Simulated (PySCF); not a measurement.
## Ni²⁺: ionisation energy

Ni²⁺ [Ar] 3d8 [3d3/2^4 3d5/2^4, M_J = 4] → Ni³⁺ [Ar] 3d7 [3d3/2^4 3d5/2^3, M_J = 9/2], as a difference of total energies. Calculation: PySCF 2.14, in x2c-TZVPPall-2c (6s7p4d2f1g, 70 functions); the two-component X2C-1e Hamiltonian. Correlated levels: [Ne] frozen; the 6 highest virtual spinors dropped. "Screened" scales the spin-orbit matrix elements by Boettger's factors to mimic the two-electron term; Breit and QED terms are absent.

| method | ionisation energy (eV) |
| --- | --- |
| GHF (spin-free) | 32.620 |
| GMP2 (spin-free) | 35.365 |
| GHF (screened spin-orbit) | 32.601 |
| GMP2 (screened spin-orbit) | 35.346 |

How much does correlation contribute at GMP2 (screened spin-orbit)?

35.346 − (32.601) = 2.745 eV, measured against GHF (screened spin-orbit).

Errors of the correlated levels include the incompleteness of this basis and the frozen core.

The labels give the starting determinants; with spin-orbit coupling the two ends relaxed to ⟨J²⟩ = 20.01, ⟨L²⟩ = 12.01, ⟨S²⟩ = 2.00 and ⟨J²⟩ = 24.76, ⟨L²⟩ = 12.03, ⟨S²⟩ = 3.74.

For comparison: 35.187 ± 0.019 eV (measured; NIST Atomic Spectra Database, ionization energies).
